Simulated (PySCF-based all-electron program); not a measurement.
Values are calculated unless marked as measured or tabulated.
**CsH2N, singlet: all-electron forces**

Method: all-electron DFT (in-house code on PySCF), basis-limit composite values; Koelling–Harmon scalar relativity, no spin–orbit coupling, spin-restricted. Forces are good to about 0.006 eV/Å. Atoms are numbered as listed.

Shape A:

```xyz
4

Cs    0.0000    0.0000    0.0000
N     0.0000    0.0000    2.6030
H     0.8090   -0.0010    3.2370
H    -0.8030   -0.0070    3.2460
```

PBE forces:

| atom | Fx | Fy | Fz (eV/Å) |
| --- | --- | --- | --- |
| Cs1 | -0.001 | 0.001 | 0.213 |
| N2 | -0.028 | -0.003 | -0.163 |
| H3 | -0.025 | 0.001 | -0.012 |
| H4 | 0.054 | 0.002 | -0.038 |

Shape B:

```csv
atom,x (Å),y (Å),z (Å)
Cs,0.0000,0.0000,0.0000
N,0.0000,0.0000,2.3427
H,0.8090,-0.0010,2.9767
H,-0.8030,-0.0070,2.9857
```

Against shape A, Cs1–N2 goes from 2.603 to 2.343 Å, Cs1–H3 goes from 3.337 to 3.085 Å, Cs1–H4 goes from 3.344 to 3.092 Å.

**Question.** What forces does PBE give in shape B?

**Answer.** 

| atom | Fx | Fy | Fz (eV/Å) |
| --- | --- | --- | --- |
| Cs1 | 0.000 | 0.001 | -1.805 |
| N2 | -0.030 | -0.005 | 1.675 |
| H3 | 0.013 | 0.002 | 0.077 |
| H4 | 0.018 | 0.002 | 0.053 |

Shape C:

```csv
atom,x (Å),y (Å),z (Å)
Cs,0.0000,0.0000,0.0000
N,0.0000,0.0000,2.2125
H,0.8090,-0.0010,2.8466
H,-0.8030,-0.0070,2.8556
```

Against shape A, Cs1–N2 goes from 2.603 to 2.213 Å, Cs1–H3 goes from 3.337 to 2.959 Å, Cs1–H4 goes from 3.344 to 2.966 Å.

**Question.** What forces does PBE give in shape C?

**Answer.** 

```csv
atom,Fx,Fy,Fz (eV/Å)
Cs1,0.000,0.002,-3.588
N2,-0.031,-0.006,3.355
H3,0.061,0.002,0.127
H4,-0.031,0.002,0.105
```

Shape D:

| atom | x (Å) | y (Å) | z (Å) |
| --- | --- | --- | --- |
| Cs | 0.0000 | 0.0000 | 0.0000 |
| N | 0.0000 | 0.0000 | 2.0824 |
| H | 0.8090 | -0.0010 | 2.7164 |
| H | -0.8030 | -0.0070 | 2.7254 |

Against shape A, Cs1–N2 goes from 2.603 to 2.082 Å, Cs1–H3 goes from 3.337 to 2.834 Å, Cs1–H4 goes from 3.344 to 2.841 Å.

**Question.** What forces does PBE give in shape D?

**Answer.** 

```tsv
atom	Fx	Fy	Fz (eV/Å)
Cs1	0.001	0.002	-6.124
N2	-0.030	-0.006	5.786
H3	0.148	0.002	0.178
H4	-0.118	0.001	0.159
```
